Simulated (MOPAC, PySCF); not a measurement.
C3H7B, SMILES `C/C=C/B`, neutral singlet in the gas phase. 

Cartesian coordinates (Å):
SMILES: B/C=C/C
```xyz
11

B      2.1344     0.0636    -0.0155
C      0.6896     0.2972     0.4137
C     -0.3300    -0.2099    -0.3014
C     -1.7744    -0.0609     0.0007
H      3.0603     0.5029     0.6042
H      2.3486    -0.5808    -1.0044
H      0.4372     0.8750     1.3030
H     -0.0860    -0.7892    -1.1919
H     -2.2423    -1.0432     0.1258
H     -1.9442     0.5281     0.9028
H     -2.2932     0.4173    -0.8370
```
Charge 0, spin multiplicity 1.

All levels are single points at this geometry (PBE0-D4/def2-TZVP); Pople sets use spherical d functions. Orbital energies aren't observables, and empty levels follow the basis.

```json
[
 {"level": "B3LYP-D3(BJ)/def2-TZVP in PySCF", "HOMO (eV)": "-7.75", "LUMO (eV)": "-1.98", "gap (eV)": "5.77", "dipole (D)": "2.18", "vertical IE, Delta-SCF (eV)": "10.15"},
 {"level": "PBE0-D4/def2-TZVP in PySCF", "HOMO (eV)": "-7.98", "LUMO (eV)": "-1.78", "gap (eV)": "6.20", "dipole (D)": "2.20", "vertical IE, Delta-SCF (eV)": "10.13"},
 {"level": "SVWN5/6-31G* in PySCF", "HOMO (eV)": "-6.83", "LUMO (eV)": "-2.63", "gap (eV)": "4.20", "dipole (D)": "2.43", "vertical IE, Delta-SCF (eV)": "–"},
 {"level": "AM1 in MOPAC", "HOMO (eV)": "-10.29", "LUMO (eV)": "0.37", "gap (eV)": "10.66", "dipole (D)": "1.33", "vertical IE, Delta-SCF (eV)": "–"},
 {"level": "PM3 in MOPAC", "HOMO (eV)": "-10.71", "LUMO (eV)": "-0.48", "gap (eV)": "10.22", "dipole (D)": "2.30", "vertical IE, Delta-SCF (eV)": "–"},
 {"level": "PM6 in MOPAC", "HOMO (eV)": "-10.24", "LUMO (eV)": "-0.32", "gap (eV)": "9.93", "dipole (D)": "1.86", "vertical IE, Delta-SCF (eV)": "–"}
]
```
